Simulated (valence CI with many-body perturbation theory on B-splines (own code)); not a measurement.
**Lu LXV: calculated level list**

Method: relativistic CI+MBPT: five valence electrons over a frozen Dirac-Fock core [He], radial functions for each j: 11 s, 11 p, 10 d, 8 f, 5 g, 2 h, with the one-electron correlation potential Σ1, the two-electron term Σ2, the three-electron term Σ3, Breit, model QED; selected CI, second order for the rest, scaled by the run's own slope (own B-spline code, finite nucleus).

No measured spectrum was set against this ion. As an estimate, large intervals hold to a few tenths of a per cent, small ones and those within an open d or f shell to about a per cent. Among the levels kept, up to 7400 cm⁻¹ of a level comes from second order outside the variational space, and about a tenth of that is noise between levels of different J, which matters for small intervals.

Levels 46 to 90 of 202, with energies above the lowest level, (2s^2 2p1/2^2 2p3/2) J=3/2. "Leading %" is the weight of the configuration and term that name the level; weights of strongly mixed levels are sums over their largest components and can fall short. In the jj column 3d3/2^4 stands for four electrons in 3d with j = 3/2. Lifetimes count E1, E2, E3, M1 and M2 decay at the calculated energies, and are blank where another channel may lead or the interval is too uncertain; long ones can be off by a factor of two.

```
No.  Configuration  Term    J  E (Ry)  Leading %                      Leading jj  Lifetime
 46       2s²2p²3d    ⁴D  1/2  720.48         79  2s^2 2p1/2 2p3/2 3d3/2 (100 %)   4.69 fs
 47       2s²2p²3d    ²G  7/2  721.36         54   2s^2 2p1/2 2p3/2 3d3/2 (99 %)   44.6 fs
 48       2s²2p²3d    ²D  5/2  722.47         36   2s^2 2p1/2 2p3/2 3d3/2 (97 %)    688 as
 49       2s²2p²3d    ²D  3/2  722.90         46   2s^2 2p1/2 2p3/2 3d3/2 (98 %)    676 as
 50       2s²2p²3d    ²P  1/2  723.59         37   2s^2 2p1/2 2p3/2 3d3/2 (98 %)    627 as
 51       2s²2p²3d    ⁴D  7/2  726.22         46   2s^2 2p1/2 2p3/2 3d5/2 (99 %)   31.3 fs
 52       2s²2p²3d    ²P  3/2  727.57         39   2s^2 2p1/2 2p3/2 3d5/2 (98 %)   1.03 fs
 53       2s²2p²3d    ²G  9/2  727.68         65  2s^2 2p1/2 2p3/2 3d5/2 (100 %)   8.00 ps
 54       2s²2p²3d    ²F  5/2  727.73         44   2s^2 2p1/2 2p3/2 3d5/2 (98 %)    799 as
 55       2s²2p²3d    ²D  5/2  728.92         60   2s^2 2p1/2 2p3/2 3d5/2 (98 %)    565 as
 56       2s²2p²3d    ²F  7/2  729.51         70   2s^2 2p1/2 2p3/2 3d5/2 (98 %)    507 as
 57       2s²2p²3d    ²D  3/2  729.95         57   2s^2 2p1/2 2p3/2 3d5/2 (99 %)    757 as
 58       2s²2p²3d    ²P  1/2  730.32         57   2s^2 2p1/2 2p3/2 3d5/2 (99 %)    715 as
 59        2s2p³3p    ⁴D  7/2  733.94         49   2s 2p1/2^2 2p3/2 3p3/2 (98 %)    115 fs
 60        2s2p³3p    ²P  3/2  734.61         31   2s 2p1/2^2 2p3/2 3p3/2 (99 %)   3.63 fs
 61        2s2p³3p    ⁴P  5/2  735.89         38   2s 2p1/2^2 2p3/2 3p3/2 (99 %)   3.89 fs
 62        2s2p³3p    ²P  1/2  736.20         40   2s 2p1/2^2 2p3/2 3p3/2 (99 %)   2.25 fs
 63        2s2p³3p    ²D  5/2  740.59         32   2s 2p1/2^2 2p3/2 3p3/2 (99 %)   4.77 fs
 64        2s2p³3d   ⁴D°  5/2  740.99         30   2s 2p1/2^2 2p3/2 3d3/2 (99 %)   7.85 fs
 65        2s2p³3d   ⁴D°  3/2  741.36         29   2s 2p1/2^2 2p3/2 3d3/2 (99 %)   3.67 fs
 66        2s2p³3d   ²F°  7/2  741.60         24   2s 2p1/2^2 2p3/2 3d3/2 (96 %)   65.7 fs
 67        2s2p³3d   ⁴P°  1/2  741.66         46   2s 2p1/2^2 2p3/2 3d3/2 (99 %)   8.70 fs
 68        2s2p³3p    ²P  3/2  741.82         36   2s 2p1/2^2 2p3/2 3p3/2 (99 %)   5.45 fs
 69        2s2p³3p    ⁴P  1/2  742.16         39   2s 2p1/2^2 2p3/2 3p3/2 (99 %)   46.0 fs
 70        2s2p³3d   ²D°  3/2  746.93         34   2s 2p1/2^2 2p3/2 3d3/2 (84 %)   8.93 fs
 71        2s2p³3d   ⁴F°  9/2  747.06         51  2s 2p1/2^2 2p3/2 3d5/2 (100 %)   7.49 ps
 72        2s2p³3d   ²F°  5/2  747.55         37   2s 2p1/2^2 2p3/2 3d3/2 (98 %)   23.4 fs
 73        2s2p³3d   ⁴D°  1/2  748.15         49   2s 2p1/2^2 2p3/2 3d3/2 (96 %)   3.16 fs
 74        2s2p³3d   ⁴D°  5/2  748.83         31   2s 2p1/2^2 2p3/2 3d5/2 (98 %)    937 as
 75        2s2p³3d   ⁴D°  7/2  749.32         41   2s 2p1/2^2 2p3/2 3d5/2 (96 %)    593 as
 76        2s2p³3d   ²D°  3/2  750.23         36   2s 2p1/2^2 2p3/2 3d5/2 (84 %)    878 as
 77        2s2p³3d   ²P°  1/2  751.18         54   2s 2p1/2^2 2p3/2 3d5/2 (96 %)    828 as
 78        2s2p³3d   ²F°  7/2  754.19         35  2s 2p1/2^2 2p3/2 3d5/2 (100 %)   2.85 fs
 79        2s2p³3d   ²D°  5/2  755.30         38   2s 2p1/2^2 2p3/2 3d5/2 (99 %)    570 as
 80        2s2p³3d   ²P°  3/2  755.42         32   2s 2p1/2^2 2p3/2 3d5/2 (99 %)    844 as
 81       2s²2p²3s    ⁴P  5/2  768.64         64          2s^2 2p3/2^2 3s (99 %)   12.6 fs
 82       2s²2p²3s    ²P  3/2  769.39         54          2s^2 2p3/2^2 3s (99 %)   4.02 fs
 83       2s²2p²3s    ²S  1/2  773.30         68          2s^2 2p3/2^2 3s (99 %)   6.83 fs
 84       2s²2p²3p   ⁴P°  3/2  777.11         27       2s^2 2p3/2^2 3p1/2 (98 %)    247 fs
 85       2s²2p²3p   ²D°  5/2  777.30         38       2s^2 2p3/2^2 3p1/2 (98 %)    312 fs
 86       2s²2p²3p   ²P°  1/2  781.57         74       2s^2 2p3/2^2 3p1/2 (98 %)    311 fs
 87        2s2p³3s   ⁶S°  5/2  784.77         50      2s 2p1/2 2p3/2^2 3s (99 %)   16.9 fs
 88        2s2p³3s   ⁴S°  3/2  786.83         48      2s 2p1/2 2p3/2^2 3s (99 %)   4.41 fs
 89        2s2p³3s   ⁴D°  7/2  787.86         99      2s 2p1/2 2p3/2^2 3s (99 %)   13.6 fs
 90        2s2p³3s   ²D°  5/2  789.79         76      2s 2p1/2 2p3/2^2 3s (99 %)   4.76 fs
```
